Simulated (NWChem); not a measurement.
C5H2FN; SMILES C#C/C=C(/F)C#N

Program: NWChem. Pople sets run with spherical d functions. All runs use the structure optimised with PBE-D3(BJ)/def2-SVP.

### Question
Among these, which level gives the highest value of “dipole (D)”?
A) B97-D/6-31G*
B) LC-wPBE (HJS exchange hole, range parameter 0.4 per bohr)/6-31G*
C) LDA (Slater exchange, PW92)/6-31G*
D) MPW1K/6-31G*

### Answer
D, MPW1K/6-31G*. Values: B97-D/6-31G* 3.13; LC-wPBE (HJS exchange hole, range parameter 0.4 per bohr)/6-31G* 3.13; LDA (Slater exchange, PW92)/6-31G* 3.14; MPW1K/6-31G* 3.33
